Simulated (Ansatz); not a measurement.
H4GeSSi, singlet, at a GFN2-xTB geometry; Ansatz (a quantum-chemistry and plane-wave program) with HF/def2-SVP.

Ansatz was given this input:
Ansatz 0.2 input:
```yaml
crystal:
  periodic: [false, false, false]
  atoms:
    - {symbol: Ge, position_ang: [-0.37807264, 0.29894477, 0.67331549]}
    - {symbol: S, position_ang: [1.27887180, 1.15612620, -0.55076548]}
    - {symbol: H, position_ang: [1.42905336, 2.28765056, 0.13535760]}
    - {symbol: Si, position_ang: [-0.56125976, -1.70205648, -0.70236853]}
    - {symbol: H, position_ang: [0.68650750, -2.23360610, -1.26267203]}
    - {symbol: H, position_ang: [-1.46343437, -1.48608207, -1.84504153]}
    - {symbol: H, position_ang: [-1.15811426, -2.80342332, 0.07166731]}
basis:
  gaussian:
    orbitals: def2-SVP
hamiltonian:
  xc: hf
```

Output, abridged:

```
Functional definition: HF
850 factors; integrals over basis functions are off by at most 1.0e-3 eV
mean field evaluation 1: about -75202.2986 eV, gradient 1.5e1 eV
mean field evaluation 2: about -75202.3024 eV, gradient 1.5e1 eV
mean field evaluation 4: about -75203.5829 eV, gradient 2.6e0 eV
mean field evaluation 8: about -75203.6197 eV, gradient 5.0e-4 eV
mean field -75203.61970313 eV, -2763.6820492459 hartree, gradient 8.8e-6 eV, S^2 0.000000; 0 other end points of the search recorded, 0 dependent functions left out
reference -75203.61970313 eV, -2763.6820492459 hartree; 33, 33 occupied and 55, 55 virtual orbitals, 850 factors
Total energy: -75203.61970313 eV, -2763.6820492459 hartree
```
